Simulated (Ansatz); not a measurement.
`CB(F)BCl` + `C=C` → `C=CB(C)BCl` + H–F  (formal exchange of groups at a B–F bond)

Calculated with Ansatz (gas phase, PBE0-D4/def2-TZVP geometries, no zero-point term in ΔE). CCSD(T)/CBS adds triple-zeta CCSD(T) − MP2 to the extrapolated MP2 energy (def2 sets, frozen cores). This one scheme is used for every species. Functionals use def2-TZVPP. Each species was taken in one conformer, which may not be the lowest.

CCSD(T)/CBS gives +1.17 eV.

Problem. Another level gave +1.48 eV. Which?
A. PBE-D4/def2-TZVPP
B. r2SCAN/def2-TZVPP
C. CCSD(T)/def2-TZVPP
D. HF/def2-TZVPP

Solution. D. HF/def2-TZVPP 1.48, r2SCAN 1.27, PBE-D4 1.16, CCSD(T)/def2-TZVPP 1.21 eV.

Largest T1 diagnostic among the species: 0.013.

In def2-TZVPP, CCSD(T) changes the Hartree–Fock value by −0.27 eV (the triples alone add −0.04 eV) and MP2 by −0.34 eV. The D4 term adds −0.11 eV with B3LYP and −0.06 eV with PBE0; it sums over pairs of atoms, weighted by their polarisabilities, and B3LYP, whose exchange is more repulsive, gets the larger term.

B3LYP here is the variant with VWN-RPA as its local correlation; programs differ in this.
